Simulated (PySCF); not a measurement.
Sn(H)2(Me)(OMe), C₂H₈OSn, SMILES C[O][SnH2][CH3], B3LYP/def2-SVP optimised geometry.

```
12

Sn    -1.66    -0.90     0.00
C     -2.37    -1.97    -1.75
O      0.35    -0.90     0.00
C      1.10    -0.19    -0.95
H     -2.02    -1.70     1.47
H     -2.17     0.75     0.00
H     -2.10    -1.43    -2.66
H     -3.46    -2.08    -1.70
H     -1.91    -2.97    -1.77
H      2.17    -0.29    -0.71
H      0.96    -0.56    -1.99
H      0.87     0.90    -0.96
```

Density from B3LYP/def2-TZVP, def2 effective core potentials past Kr (PySCF 2.14.0) at that geometry. The core electrons that the potentials of Sn replace are not part of the density.

Minimum of the electron density along straight lines between bonded atoms, close to the bond critical point (lines longer than 1.1 times the sum of covalent radii, or with two minima, are not listed):

```tsv
bond	length / Å	ρ at the minimum / e bohr⁻³	∇²ρ there / e bohr⁻⁵	position (fraction from the first atom)
Sn1–C2	2.168	0.102	0.10	0.51
Sn1–O3	2.009	0.110	0.42	0.51
O3–C4	1.401	0.269	-0.64	0.64
Sn1–H5	1.717	0.113	0.07	0.63
Sn1–H6	1.729	0.110	0.08	0.62
C2–H7	1.099	0.270	-0.90	0.64
C2–H8	1.100	0.269	-0.89	0.64
C2–H9	1.099	0.271	-0.90	0.64
C4–H10	1.106	0.277	-0.96	0.64
C4–H11	1.111	0.273	-0.92	0.64
C4–H12	1.111	0.273	-0.92	0.64
```
